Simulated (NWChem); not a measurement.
# methylammonium (CH6N cation); SMILES C[NH3+]

Program: NWChem. Pople sets run with spherical d functions. Coordinates come from a PBE-D3(BJ)/def2-SVP optimisation. Total energies compare along this basis series because the functional is fixed.

```json
[
 {"level": "Hartree-Fock/STO-3G", "basis functions": "16", "energy (Ha)": "-94.4596", "highest occupied level (eV)": "…", "orbital gap (eV)": "…"},
 {"level": "Hartree-Fock/3-21G", "basis functions": "30", "energy (Ha)": "-95.0562", "highest occupied level (eV)": "-21.08", "orbital gap (eV)": "20.71"},
 {"level": "Hartree-Fock/6-31G*", "basis functions": "40", "energy (Ha)": "-95.5691", "highest occupied level (eV)": "-21.13", "orbital gap (eV)": "19.92"},
 {"level": "Hartree-Fock/6-31+G*", "basis functions": "48", "energy (Ha)": "-95.5700", "highest occupied level (eV)": "-21.12", "orbital gap (eV)": "17.95"},
 {"level": "Hartree-Fock/6-311G**", "basis functions": "72", "energy (Ha)": "-95.6052", "highest occupied level (eV)": "-21.08", "orbital gap (eV)": "18.78"},
 {"level": "Hartree-Fock/6-311++G**", "basis functions": "86", "energy (Ha)": "-95.6058", "highest occupied level (eV)": "-21.07", "orbital gap (eV)": "17.60"},
 {"level": "Hartree-Fock/def2-TZVPD", "basis functions": "128", "energy (Ha)": "-95.6146", "highest occupied level (eV)": "-21.08", "orbital gap (eV)": "17.90"},
 {"level": "Hartree-Fock/def2-QZVP", "basis functions": "294", "energy (Ha)": "-95.6223", "highest occupied level (eV)": "-21.08", "orbital gap (eV)": "18.14"}
]
```

Problem. Some entries are withheld; supply them.

Solution. 
- Hartree-Fock/STO-3G, highest occupied level (eV): -20.85
- Hartree-Fock/STO-3G, orbital gap (eV): 27.40
